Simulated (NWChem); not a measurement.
**Total energies of I (-1)**

SMILES: [I-]
```xyz
1

I      0.0000     0.0000     0.0000
```
Charge -1, spin multiplicity 1.

The numbers come from NWChem runs, not from measurements.

Basis set: def2-SVPD (35 functions).

```tsv
method	total energy (Ha)
RHF	-296.73862
MP2	-296.87015
B2PLYP	-297.51589
PBE	-297.77892
B3LYP	-297.89355
LC-wPBE (omega 0.3 per bohr)	-297.81992
CCSD(T)	-296.88078
```

Total energies of different functionals aren't comparable as a measure of quality: only differences taken within one method are. 

Effective core potentials replace the inner electrons of I; spin-orbit coupling is left out. The correlated methods keep 4 core orbitals frozen. B3LYP has NWChem's definition, with VWN1-RPA local correlation. Coupled-cluster values serve here as a point of comparison, not as the truth.
